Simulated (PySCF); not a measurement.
CH4CdO. Atoms are numbered in the order given.

```xyz
7

Cd    -0.0212    -0.6266     0.0000
H     -0.3939    -2.2243     0.0000
O      0.5699     1.2516     0.0000
C     -0.2730     2.3636     0.0000
H     -0.9237     2.4157     0.8863
H      0.3403     3.2737     0.0000
H     -0.9237     2.4157    -0.8863
```
Charge 0, spin multiplicity 1.

The structure is a stationary point at PBE0-D3(BJ)/def2-TZVP. The def2 effective core potentials stand for the cores of Cd; spin–orbit coupling is left out.

The numbers are results of PBE0/def2-TZVPD run with PySCF, not measurements.

Isolated molecule, no solvent.

Problem. Estimate the frontier levels, gap, dipole moment and polarisability. (Estimate from the structure and the level; the computed values follow.)

Solution. 
highest occupied level: -6.98 eV
lowest empty level: -0.68 eV
orbital gap: 6.31 eV
dipole moment: 1.51 D
quadrupole, principal values (traceless, Buckingham form, about the centre of nuclear charge): -6.73, 3.04, 3.69 D·Å
mean static polarisability: 50.3 bohr³ (7.45 Å³)
polarisability, principal values: 40.9, 42.2, 67.7 bohr³
